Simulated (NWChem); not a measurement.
SiH2O2IF; SMILES O[Si](O)(F)I

Program: NWChem. Geometry: optimised at PBE0/def2-SVP. No frequency run checked for a minimum. def2 effective core potentials on I; no spin-orbit coupling. One conformer.

Diagonal of the polarisability tensor at PBE0/def2-SVPD, static: 58.93, 78.41, 60.15 bohr³.

### Question
Find the mean polarisability volume, the molar refraction, and the refractive index that an ideal gas of it would have at 273.15 K and 1 atm.

### Answer

1. Mean: one third of the trace = 65.83 bohr³ × 0.14818 Å³/bohr³ = 9.76 Å³.
2. Molar refraction (Lorentz-Lorenz): (4π/3) N_A α = 24.6 cm³/mol.
3. Number density p/kT = 2.687 × 10⁻⁵ Å⁻³; n − 1 = 2π N α = 16.47 × 10⁻⁴.
4. These hold the electronic response alone: vibrational and orientational terms add to the static dielectric constant.
